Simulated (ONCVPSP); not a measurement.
Before and after: ONCV potential for Au (Z = 79)

gold, optimised norm-conserving Vanderbilt (ONCV), made with ONCVPSP 4.0.1 (Wu-Cohen, scalar-relativistic). Core [Kr] 4d10 4f14, reference 5s2 5p6 5d9 (charge +2). Waves: 5s: rc 1.50 bohr, ncon 3, nbas 7, qcut 8.1 1/bohr, 2 projectors, debl 3.1 Ha; 5p: rc 1.55 bohr, ncon 4, nbas 9, qcut 8.9 1/bohr, 2 projectors, debl 2 Ha; 5d: rc 1.50 bohr, ncon 4, nbas 8, qcut 7 1/bohr, 1 projector. Local part: polynomial inside 1.10 bohr (lpopt 2, dvloc0 0 Ha). Core correction: none.

In the s channel the program set the typed energies aside and used -4.781, 0.050 Ha. In the p channel the program set the typed energies aside and used -2.989, 0.250 Ha.

Change: all radii scaled by about 1.12 (s 1.68, p 1.74, d 1.68 bohr); local potential polynomial inside 1.24 bohr (lpopt 2, dvloc0 0 Ha).

Cutoffs: the cutoffs (Ha) at which the residual kinetic energy of the hardest occupied pseudo-wave falls to 1 and 0.1 mHa per electron; they do not see the model core or the augmentation charge, which bear on the density cutoff. Errors are all-electron minus pseudo energies relative to the spin-unpolarised reference configuration.

Task: Predict the effect on cutoff, ghosts and configuration errors.

Result: The potential gets softer (26 Ha and 32 Ha → 21 Ha and 25 Ha); of the 4 tests that both files solve, the error grows in 1 and shrinks in 1 by more than 15 % and 0.3 meV (median size 6.4 → 5.1 meV); neither file shows a bound ghost. A larger radius leaves more room for a smooth pseudo-wave, so fewer plane waves are needed.

| quantity | base | changed |
| --- | --- | --- |
| cutoff, loose | 26 Ha | 21 Ha |
| cutoff, tight | 32 Ha | 25 Ha |
| loose cutoff by channel | s 24 Ha, p 26 Ha, d 20 Ha | s 21 Ha, p 15 Ha, d 20 Ha |
| bound ghosts | none | none |
| GHOST(+) flags under 300 eV | s at 279.1 eV | none |
| error for 5s2 5p6 5d10 6s1, meV [ΔE -30.69 eV] | +9.0 | -0.4 |
| error for 5s2 5p6 5d10, meV [ΔE -21.24 eV] | +4.7 | +4.2 |
| error for 5s2 5p6 5d8, meV [ΔE 33.92 eV] | -5.6 | -6.0 |
| error for 5s2 5p6 5d9 6s2, meV [ΔE -29.03 eV] | +7.2 | -12 |
